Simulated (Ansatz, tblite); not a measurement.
Cost and result up the ladder for SiMe(OiPr)3 (C₁₀H₂₄O₃Si) (38 atoms). Total charge 0; singlet. Geometry: PBE-D4/def2-SVP.

```xyz
38

Si   -0.210   -0.423   -0.168
C    -0.956   -2.033   -0.773
H    -0.495   -2.353   -1.731
H    -2.047   -1.928   -0.940
H    -0.803   -2.846   -0.034
O    -0.826    0.004    1.326
C    -0.592   -0.714    2.548
C    -1.860   -0.625    3.390
C     0.637   -0.140    3.249
H    -0.396   -1.791    2.317
H    -2.088    0.435    3.624
H    -1.745   -1.178    4.344
H    -2.724   -1.049    2.841
H     1.521   -0.216    2.587
H     0.472    0.931    3.487
H     0.848   -0.682    4.193
O    -0.529    0.827   -1.228
C    -1.828    1.357   -1.533
C    -1.802    1.842   -2.979
C    -2.182    2.460   -0.536
H    -2.592    0.544   -1.448
H    -1.042    2.643   -3.097
H    -2.789    2.248   -3.280
H    -1.538    1.013   -3.665
H    -2.165    2.062    0.497
H    -1.439    3.282   -0.602
H    -3.188    2.878   -0.744
O     1.448   -0.546   -0.006
C     2.382   -0.798   -1.065
C     3.555   -1.573   -0.472
C     2.800    0.524   -1.710
H     1.897   -1.436   -1.845
H     4.051   -0.967    0.315
H     4.306   -1.817   -1.251
H     3.206   -2.518   -0.010
H     1.912    1.056   -2.103
H     3.287    1.176   -0.956
H     3.514    0.352   -2.542
```

Ansatz on 2 threads of AMD EPYC 7R13 on a shared host and a share (18 GiB) of an NVIDIA H100 80GB HBM3; xTB runs through tblite on one thread. Times are rough, summed over both states, and most runs start from the orbitals of an earlier one. PBE0-D4/def2-TZVP serves as the yardstick here, not as an exact answer. The other state is a triplet.

The xTB rows come from tblite. Single mean-field runs in def2-TZVP are fitted with def2-universal-jkfit.

xTB has no spin-polarisation term.

```tsv
level	functions	wall time	vertical triplet (eV)	difference from PBE0-D4/def2-TZVP (eV)
GFN2-xTB	85	0.086 s	8.07	0.69
GFN1-xTB	109	0.16 s	8.29	0.91
PBE-D4/def2-TZVP (with forces)	584	14 s	6.45	-0.93
PBE0-D4/def2-TZVP	584	15 s	7.38	0.00
r2SCAN-D4/def2-TZVP (with forces)	584	17 s	6.93	-0.45
```
